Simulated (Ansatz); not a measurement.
Relaxed structures of CH5GeO (charge +1), singlet (PBE0-D4/def2-TZVP; forces vanish, vibrations not checked; lower isomers may exist, and structures with a doubtful reference or unclear bonds are left out; Å). Program: Ansatz 0.2.0. Basis: def2-TZVPP. Cores are frozen in the correlated methods. Filled d shells of the heavier atoms are correlated. The def2 sets are not built for correlating such inner shells, so the correlated values are less sure here.

(1) Rank them by CCSD(T) energy, lowest first, and give each one's height above the lowest. Links in brackets join atoms within 1.22 times the sum of their covalent radii (1.1 for two metals). (Judge from chemistry; the value comes from the calculation.)
A.
CH₅GeO ([CH3][OH][GeH]), total charge +1
```
8
angstrom
C -0.7288 0.7554 -0.1621
O 0.1743 -0.0614 -0.9823
Ge 1.1106 -1.7649 -0.6357
H -0.2726 1.7332 -0.0225
H -1.6867 0.8234 -0.6735
H 0.3160 0.3410 -1.8510
H 0.4378 -1.7482 0.7995
H -0.8288 0.2333 0.7849
```
B.
CH₅GeO ([CH3][Ge][OH2]), total charge +1
```
8
angstrom
C -0.6698 0.9890 -0.4296
O 0.8049 -1.2716 0.4863
Ge -0.7859 -0.9206 -0.7744
H -1.4451 1.5095 -0.9979
H 0.3043 1.3892 -0.7346
H 1.3115 -0.6165 0.9877
H 1.1539 -2.1573 0.6570
H -0.8187 1.2106 0.6339
```
C.
CH₅GeO ([O][CH][H][GeH3]), total charge +1
```
8
angstrom
C -0.0377 0.9755 -0.3019
O -0.2838 0.8873 -1.4255
Ge 0.6767 -1.7402 0.8489
H 2.0809 -1.4492 1.3601
H -0.0164 1.8258 0.3959
H 0.2801 -0.0519 0.3349
H 0.5053 -2.3375 -0.5404
H -0.4505 -1.8902 1.8613
```
D.
CH₅GeO ([CH2][O][GeH3]), total charge +1
```
8
angstrom
C -0.6265 1.1912 -0.7516
O -0.5430 -0.0233 -0.6340
Ge 0.5307 -1.0648 0.6375
H -1.2858 1.5908 -1.5285
H -0.0633 1.8758 -0.1047
H 1.2033 0.0688 1.4058
H 1.3819 -1.8327 -0.3588
H -0.5973 -1.8058 1.3344
```
E.
CH₅GeO ([CH3][O][GeH2]), total charge +1
```
8
angstrom
C -0.8403 1.2624 -0.4851
O -0.3863 -0.1061 -0.5487
Ge 0.9148 -0.8088 0.2637
H -0.7968 1.6592 -1.4981
H -0.2269 1.8647 0.1873
H 1.7455 0.0692 1.1923
H 1.0744 -2.2803 -0.0649
H -1.8728 1.2390 -0.1400
```

The T1 diagnostic stays at or below 0.018.

Results:

(1) By the calculation: B (0.00 kcal/mol), A (21.80 kcal/mol), D (25.48 kcal/mol), E (29.46 kcal/mol), C (64.78 kcal/mol). Heights count from the lowest.

For scale, one of the runs: CCSD(T)/def2-TZVPP, 180 basis functions, launched by `ansatz run in.yaml --threads 2 --pin off --events-out ev --progress --plain --max-ram 4352MiB`. The run took 90 s on 2 CPU threads of an Arm Neoverse V1 (shared host), with 1.7 GiB of host memory at its peak.
